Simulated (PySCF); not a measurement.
CdCl, SMILES [Cl][Cd+], charge +1.

Geometry: B3LYP-D3(BJ)/def2-TZVPD. The multiplicity is an assumed one; other spin states were not compared. The def2 effective core potentials stand for the cores of Cd; spin–orbit coupling is left out.

Vertical ionisation energy (IE) and electron affinity (EA) in eV. Rows of orbital energies are one-electron estimates. Where ΔSCF, EOM or ADC give a negative EA the extra electron is unbound and the value depends on the basis.

```csv
level,IE,EA
"−ε(HOMO), −ε(LUMO), M06-2X/def2-TZVPD (PySCF)",___,___
"−ε(HOMO), −ε(LUMO), CAM-B3LYP/def2-TZVPD (PySCF)",15.81,10.03
```

**Question.** Fill in the missing entries. (The exact figures need the calculation; the answer reports its results.)

**Answer.** 
- −ε(HOMO), −ε(LUMO), M06-2X/def2-TZVPD (PySCF), IE: 15.63
- −ε(HOMO), −ε(LUMO), M06-2X/def2-TZVPD (PySCF), EA: 10.02
